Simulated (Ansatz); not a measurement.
```yaml
crystal:
  periodic: [false, false, false]
  atoms:
    - {symbol: Br, position_ang: [-2.210322, 1.174346, -0.816573]}
    - {symbol: C, position_ang: [-0.900978, 0.023713, -0.028594]}
    - {symbol: B, position_ang: [-0.033852, 0.384170, 1.105216]}
    - {symbol: Si, position_ang: [1.112306, -0.457760, -0.164862]}
    - {symbol: H, position_ang: [-1.097726, -0.994397, -0.362198]}
    - {symbol: H, position_ang: [0.035760, 1.356045, 1.779845]}
    - {symbol: H, position_ang: [2.174495, 0.295105, -0.881418]}
    - {symbol: H, position_ang: [-1.910322, 1.224346, -0.516573]}
basis:
  gaussian: {orbitals: aug-cc-pVTZ}
hamiltonian: {xc: {name: HF}, pseudopotentials: {relativity: scalar}}
```

```sh
$ ansatz run in.yaml --threads 2 --pin off --events-out ev --progress --plain --max-ram 4352MiB
```

It prints (some lines left out):

```
Functional definition: HF
1744 factors; their error is unknown
mean field evaluation 1: about -80176.4268 eV, gradient 3.3e1 eV
mean field evaluation 2: about -80178.9683 eV, gradient 1.8e1 eV
mean field evaluation 4: about -80179.9373 eV, gradient 1.7e0 eV
mean field evaluation 8: about -80179.9760 eV, gradient 2.1e-1 eV
mean field -80181.05533536 eV, -2946.5994349031 hartree, gradient 2.1e-5 eV, S^2 0.000000; 0 other end points of the search recorded, 0 dependent functions left out
reference -80181.05533536 eV, -2946.5994349031 hartree; 32, 32 occupied and 261, 261 virtual orbitals, 1744 factors
Total energy: -80181.05533536 eV, -2946.5994349031 hartree
Relativity: scalar
```

In this input one atom was put on top of another. The run converged. The result belongs to that input, not to the molecule as meant.
